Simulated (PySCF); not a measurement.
`N#CC[Si@H](N)S`. Method: PySCF 2.14.0, PBE0-D3(BJ)/def2-SVP geometry optimisation, gas phase.

```
atom  x, y, z in Å
N1    -1.9301   -2.2607    0.5425
C2    -1.6945   -1.1435    0.3420
C3    -1.2964    0.2234    0.0837
Si4    0.4626    0.2756   -0.6484
N5     1.4137   -0.7196    0.3792
S6     1.2344    2.2700   -0.6649
H7    -1.3099    0.7971    1.0243
H8    -1.9985    0.7049   -0.6149
H9     0.3658   -0.0750   -2.0968
H10    2.4132   -0.7990    0.2280
H11    1.0196   -1.5947    0.7141
H12    1.3889    2.3167    0.6776
```

Question: What is the repulsion energy of the bare nuclei, Σ ZA·ZB/RAB?

Answer: 332.45 Eh over 66 pairs, with full nuclear charges and distances in bohr; the largest single term is 55.43 Eh (Si4 with S6).

Question: Which two atoms are farthest apart?

Answer: N1···S6 and N1···H12, 5.657 Å down to 5.656 Å.

Question: Work out the bond lengths C2–C3, C3–Si4, C3–H7, Si4–N5, Si4–S6, N5–H10, N5–H11 in pm.

Answer: For C2–C3 the difference vector is (0.3981, 1.3669, -0.2583) Å, of length 1.4469 Å. C2–C3 144.7; C3–Si4 190.6; C3–H7 110.2; Si4–N5 171.8; Si4–S6 213.9; N5–H10 101.4; N5–H11 101.7 pm.

Question: Give the dihedral angles S6–Si4–N5–H11, S6–Si4–N5–H10, C2–C3–Si4–S6, H8–C3–Si4–H9, C2–C3–Si4–H9.

Answer: S6–Si4–N5–H11 161° (antiperiplanar); S6–Si4–N5–H10 -56° (synclinal); C2–C3–Si4–S6 -168° (antiperiplanar); H8–C3–Si4–H9 -43° (synclinal); C2–C3–Si4–H9 79° (synclinal). Dihedral signs follow IUPAC: positive where, seen along the central bond, the front bond turns clockwise onto the rear one.

Question: Where is the centre of mass (commonest isotopes), and what is the radius of gyration?

Answer: Mass 118.002 u; centre at (0.095, 0.245, -0.182) Å; Rg = √(Σ m r²/M) = 2.067 Å. As Ia + Ib + Ic = 2 Σ m r², the three principal moments sum to 1008.7 u·Å².

No frequency check. The numbers are those of one conformer.

Hardware: an Arm Neoverse V1 with one thread, shared host. Cost: 55 s wall, 0.57 GiB resident at most. These figures are those of the optimisation.
